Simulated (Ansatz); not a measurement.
`[NH2][Ta]([NH2])([NH2])=[O]`, charge 0, multiplicity 1.

Problem. Give a relaxed structure at PBE0-D4/def2-TZVP (Ansatz). (Estimate.)

Solution. The calculation gave: 
Cartesian coordinates in Å:
```
N -1.7415 0.3956 0.6582
Ta 0.1888 0.3624 0.1600
N 1.0985 -1.2194 0.9638
N 0.4071 0.3711 -1.8218
O 0.9293 1.7834 0.7874
H -2.1923 1.1838 1.0982
H -2.3849 -0.3803 0.6095
H 1.0270 -2.1749 0.6473
H 1.7880 -1.1552 1.6976
H -0.0854 -0.2141 -2.4800
H 0.9655 1.0478 -2.3203
```
Point group C3.
This is one stationary point; other conformers may exist.
